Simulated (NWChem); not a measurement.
System: CH3IOPb, singlet; SMILES C[O][Pb][I]

NWChem input:

```
start job
memory heap 200 mb stack 900 mb global 1100 mb
geometry units angstroms
  Pb     0.575843    -0.330641     0.688435
  I     -1.330059     0.946461    -0.777079
  O      1.563769    -1.483119    -0.734330
  C      1.621502    -1.832835    -2.072878
  H      0.858356    -1.317669    -2.669877
  H      2.603738    -1.586560    -2.476025
  H      1.468933    -2.920988    -2.176554
end
basis spherical
  * library def2-svp
end
ecp
  I library def2-ecp
  Pb library def2-ecp
end
dft
  xc pbe0
  iterations 150
end
driver
  maxiter 120
end
task dft optimize
dft
  grid fine
  convergence energy 1d-8 density 1d-7
end
task dft freq numerical
```

Excerpt of the output:

```
             Northwest Computational Chemistry Package (NWChem) 7.3.0
             --------------------------------------------------------

 C1  symmetry detected

                             Geometry "geometry" -> ""
                             -------------------------

 Output coordinates in angstroms (scale by  1.889725989 to convert to a.u.)

  No.       Tag          Charge          X              Y              Z
 ---- ---------------- ---------- -------------- -------------- --------------
    1 Pb                  82.0000     0.49178688     0.84826988     0.00001331
    2 I                   53.0000    -0.05906012    -1.81776666     0.00003664
    3 O                    8.0000    -1.39945426     1.71525897     0.00066559
    4 C                    6.0000    -2.76221164     1.46982589     0.00092104
    5 H                    1.0000    -2.99077113     0.39654353     0.00552118
    6 H                    1.0000    -3.21873865     1.92676138     0.87885012
    7 H                    1.0000    -3.21792391     1.91917042    -0.89825569

 Effective nuclear repulsion energy (a.u.)    1276.4320139050

                                Z-matrix (autoz)
                                --------

 Units are Angstrom for bonds and degrees for angles

      Type          Name      I     J     K     L     M      Value
      ----------- --------  ----- ----- ----- ----- ----- ----------
    1 Stretch                  1     2                       2.72235
    2 Stretch                  1     3                       2.08050
    3 Stretch                  3     4                       1.38468
    4 Stretch                  4     5                       1.09736
    5 Stretch                  4     6                       1.08994
    6 Stretch                  4     7                       1.10368
    7 Bend                     1     3     4               145.16263
    8 Bend                     2     1     3               102.95385
    9 Bend                     3     4     5               112.23116
   10 Bend                     3     4     6               109.75897
   11 Bend                     3     4     7               109.51487
   12 Bend                     5     4     6               108.62761
   13 Bend                     5     4     7               108.39804
   14 Bend                     6     4     7               108.21638
   15 Torsion                  1     3     4     5           0.27141
   16 Torsion                  1     3     4     6         121.16693
   17 Torsion                  1     3     4     7        -120.16618
   18 Torsion                  2     1     3     4          -0.01194

                           NWChem Geometry Optimization
                           ----------------------------

 maximum gradient threshold         (gmax) =   0.000450
 rms gradient threshold             (grms) =   0.000300
 maximum cartesian step threshold   (xmax) =   0.001800
 rms cartesian step threshold       (xrms) =   0.001200
 fixed trust radius                (trust) =   0.300000
 source of zmatrix                         =   autoz

          -------------------
          Energy Minimization
          -------------------

 Using diagonal initial Hessian
 Scaling for Hessian diagonals: bonds = 1.00  angles = 0.25  torsions = 0.10

          --------
          Step   0

                                 NWChem DFT Module
                                 -----------------

 Summary of "ao basis" -> "ao basis" (spherical)
 ------------------------------------------------------------------------------
       Tag                 Description            Shells   Functions and Types
 ---------------- ------------------------------  ------  ---------------------
 Pb                         def2-svp                10       26   4s4p2d
 I                          def2-svp                10       26   4s4p2d
 O                          def2-svp                 6       14   3s2p1d
 C                          def2-svp                 6       14   3s2p1d
 H                          def2-svp                 3        5   2s1p

            General Information
            -------------------
          SCF calculation type: DFT
          Wavefunction type:  closed shell.
          No. of atoms     :     7
          No. of electrons :    64
           Alpha electrons :    32
            Beta electrons :    32
          Charge           :     0
          Spin multiplicity:     1
          Use of symmetry is: off; symmetry adaption is: off
          Maximum number of iterations: 150
          AO basis - number of functions:    95
                     number of shells:    41
          Convergence on energy requested:  1.00D-06
          Convergence on density requested:  1.00D-05
          Convergence on gradient requested:  5.00D-04

              XC Information
              --------------
                         PBE0 Method XC Functional
                     Hartree-Fock (Exact) Exchange  0.250
          PerdewBurkeErnzerhof Exchange Functional  0.750
            Perdew 1991 LDA Correlation Functional  1.000 local
           PerdewBurkeErnz. Correlation Functional  1.000 non-local

             Grid Information
             ----------------
          Grid used for XC integration:  medium
          Radial quadrature: Mura-Knowles
          Angular quadrature: Lebedev.
          Tag              B.-S. Rad. Rad. Pts. Rad. Cut. Ang. Pts.
          ---              ---------- --------- --------- ---------
          Pb                  1.80      123          11.0       590
          I                   1.40      123          12.0       590
          O                   0.60       49          10.0       434
          C                   0.70       49          11.0       434
          H                   0.35       45          12.0       434
          Grid pruning is: on
          Number of quadrature shells:   479
          Spatial weights used:  Erf1

      Superposition of Atomic Density Guess
      -------------------------------------

 Sum of atomic energies:        -680.30101457

      Non-variational initial energy
      ------------------------------

 Total energy =    -603.220829
 1-e energy   =   -1550.020773
 2-e energy   =     675.145094
 HOMO         =      -0.303076
 LUMO         =      -0.044223

   convergence    iter        energy       DeltaE   RMS-Dens  Diis-err
 ---------------- ----- ----------------- --------- --------- ---------
 d= 0,ls=0.0,diis     1   -605.4585866540 -8.77D+02  2.55D-02  6.92D-01
 d= 0,ls=0.0,diis     2   -604.5945520758  8.64D-01  1.86D-02  7.74D+00
 d= 0,ls=0.0,diis     3   -605.5460756032 -9.52D-01  5.36D-03  8.16D-02
 d= 0,ls=0.0,diis     4   -605.5560951046 -1.00D-02  2.17D-03  3.17D-02
 d= 0,ls=0.0,diis     5   -605.5615660325 -5.47D-03  2.46D-04  6.32D-04
  Resetting Diis
 d= 0,ls=0.0,diis     6   -605.5616469386 -8.09D-05  8.89D-05  6.97D-05
 d= 0,ls=0.0,diis     7   -605.5616570760 -1.01D-05  1.62D-05  7.01D-07
 d= 0,ls=0.0,diis     8   -605.5616570703  5.65D-09  9.98D-06  7.66D-07

         Total DFT energy =     -605.561657070321
      One electron energy =    -1553.358183803320
           Coulomb energy =      729.504517330563
    Exchange-Corr. energy =      -53.362841093289
 Nuclear repulsion energy =      271.654850495724

 Numeric. integr. density =       64.000011816869

                       DFT Final Molecular Orbital Analysis
                       ------------------------------------

 Vector   30  Occ=2.000000D+00  E=-2.747760D-01
              MO Center= -6.7D-01, -1.9D-01,  1.7D-03, r^2= 5.5D+00
   Bfn.  Coefficient  Atom+Function         Bfn.  Coefficient  Atom+Function
  ----- ------------  ---------------      ----- ------------  ---------------
    57      0.335441  3 O  py                38      0.317913  2 I  py
    37      0.307931  2 I  px                40      0.287461  2 I  px
    41      0.280049  2 I  py                60      0.261563  3 O  py
     3     -0.248725  1 Pb s                 12     -0.176723  1 Pb py
    81      0.160789  5 H  s                  1      0.155654  1 Pb s

 Vector   31  Occ=2.000000D+00  E=-2.651539D-01
              MO Center= -1.1D+00,  3.4D-01,  6.7D-03, r^2= 5.4D+00
   Bfn.  Coefficient  Atom+Function         Bfn.  Coefficient  Atom+Function
  ----- ------------  ---------------      ----- ------------  ---------------
    58      0.434280  3 O  pz                39     -0.372654  2 I  pz
    42     -0.360898  2 I  pz                61      0.350955  3 O  pz
    86     -0.167523  6 H  s                 91      0.158535  7 H  s
    36      0.153510  2 I  pz                72     -0.148682  4 C  pz
    33      0.124455  2 I  pz                87     -0.111387  6 H  s

 Vector   32  Occ=2.000000D+00  E=-2.639924D-01
              MO Center= -6.7D-01, -3.9D-01, -1.2D-02, r^2= 5.3D+00
   Bfn.  Coefficient  Atom+Function         Bfn.  Coefficient  Atom+Function
  ----- ------------  ---------------      ----- ------------  ---------------
    37      0.451849  2 I  px                40      0.417139  2 I  px
    57     -0.351364  3 O  py                60     -0.285263  3 O  py
    34     -0.184511  2 I  px                31     -0.149672  2 I  px
    81     -0.133332  5 H  s                 82     -0.126174  5 H  s
     3     -0.098668  1 Pb s                 11     -0.098513  1 Pb px

[...]

      ----------------------
      Optimization converged
      ----------------------

  Step       Energy      Delta E   Gmax     Grms     Xrms     Xmax
  ---- ---------------- -------- -------- -------- -------- --------
@    7    -605.56680717 -2.9D-07  0.00015  0.00005  0.00073  0.00180
                                     ok       ok       ok       ok

                                Z-matrix (autoz)
                                --------

 Units are Angstrom for bonds and degrees for angles

      Type          Name      I     J     K     L     M      Value     Gradient
      ----------- --------  ----- ----- ----- ----- ----- ---------- ----------
    1 Stretch                  1     2                       2.85209   -0.00003
    2 Stretch                  1     3                       2.09280    0.00015
    3 Stretch                  3     4                       1.39133   -0.00010
    4 Stretch                  4     5                       1.10749    0.00002
    5 Stretch                  4     6                       1.10689    0.00007
    6 Stretch                  4     7                       1.10678   -0.00002
    7 Bend                     1     3     4               132.43722   -0.00001
    8 Bend                     2     1     3               100.19816    0.00008
    9 Bend                     3     4     5               113.56870    0.00001
   10 Bend                     3     4     6               110.44986   -0.00000
   11 Bend                     3     4     7               110.47908    0.00001
   12 Bend                     5     4     6               107.52669   -0.00000
   13 Bend                     5     4     7               107.50744   -0.00001
   14 Bend                     6     4     7               107.03680   -0.00000
   15 Torsion                  1     3     4     5           0.37082    0.00000
   16 Torsion                  1     3     4     6         121.25638    0.00001
   17 Torsion                  1     3     4     7        -120.51120    0.00000
   18 Torsion                  2     1     3     4          -0.05297    0.00000

                         Geometry "geometry" -> "geometry"
                         ---------------------------------

 Output coordinates in angstroms (scale by  1.889725989 to convert to a.u.)

  No.       Tag          Charge          X              Y              Z
 ---- ---------------- ---------- -------------- -------------- --------------
    1 Pb                  82.0000     0.48023064     0.93775119     0.00001818
    2 I                   53.0000    -0.37874566    -1.78191490     0.00063401
    3 O                    8.0000    -1.37227720     1.91142457    -0.00121276
    4 C                    6.0000    -2.68105284     1.43929456    -0.00259761
    5 H                    1.0000    -2.75315578     0.33417189     0.00341651
    6 H                    1.0000    -3.22824563     1.81387316     0.88367600
    7 H                    1.0000    -3.22312636     1.80346295    -0.89618212

 Effective nuclear repulsion energy (a.u.)    1244.8445433855

                Final and change from initial internal coordinates
                --------------------------------------------------

                                Z-matrix (autoz)
                                --------

 Units are Angstrom for bonds and degrees for angles

[...]

 Rotational Constants
 --------------------
 A=   0.084586 cm-1  (  0.121698 K)
 B=   0.024455 cm-1  (  0.035184 K)
 C=   0.019039 cm-1  (  0.027392 K)

 Temperature                      =   298.15K
 frequency scaling parameter      =   1.0000

 Zero-Point correction to Energy  =   25.994 kcal/mol  (  0.041424 au)
 Thermal correction to Energy     =   30.063 kcal/mol  (  0.047908 au)
 Thermal correction to Enthalpy   =   30.655 kcal/mol  (  0.048852 au)

 Total Entropy                    =   89.361 cal/mol-K
   - Translational                =   43.565 cal/mol-K (mol. weight = 365.8954)
   - Rotational                   =   30.081 cal/mol-K (symmetry #  =        1)
   - Vibrational                  =   15.715 cal/mol-K

 Cv (constant volume heat capacity) =   17.722 cal/mol-K
   - Translational                  =    2.979 cal/mol-K
   - Rotational                     =    2.979 cal/mol-K
   - Vibrational                    =   11.763 cal/mol-K

[normal modes left out]

 ----------------------------------------------------------------------------
 Normal Eigenvalue ||           Projected Infra Red Intensities
  Mode   [cm**-1]  || [atomic units] [(debye/angs)**2] [(KM/mol)] [arbitrary]
 ------ ---------- || -------------- ----------------- ---------- -----------
    1        0.000 ||    0.000275           0.006         0.268       0.105
    2        0.000 ||    0.000000           0.000         0.000       0.000
    3        0.000 ||    0.000385           0.009         0.375       0.146
    4        0.000 ||    0.000269           0.006         0.262       0.102
    5        0.000 ||    0.000160           0.004         0.156       0.061
    6        0.000 ||    0.000294           0.007         0.287       0.112
    7       81.805 ||    0.001029           0.024         1.003       0.391
    8       90.827 ||    0.000045           0.001         0.044       0.017
    9      132.683 ||    0.014649           0.338        14.281       5.561
   10      159.022 ||    0.018307           0.422        17.847       6.949
   11      233.858 ||    0.012545           0.289        12.230       4.762
   12      472.020 ||    0.074059           1.709        72.196      28.111
   13     1153.732 ||    0.189695           4.376       184.924      72.004
   14     1164.842 ||    0.001703           0.039         1.660       0.646
   15     1182.685 ||    0.009849           0.227         9.601       3.738
   16     1461.441 ||    0.032338           0.746        31.524      12.275
   17     1466.483 ||    0.000804           0.019         0.784       0.305
   18     1467.691 ||    0.012717           0.293        12.397       4.827
   19     2984.676 ||    0.110760           2.555       107.974      42.042
   20     3069.630 ||    0.030306           0.699        29.544      11.504
   21     3070.503 ||    0.043053           0.993        41.970      16.342
 ----------------------------------------------------------------------------
```

Level: PBE0/def2-SVP with def2 effective core potentials on I, Pb. Low-valent species are run as closed-shell singlets; no triplet was tried in these runs. def2 effective core potentials on I, Pb; no spin-orbit coupling.
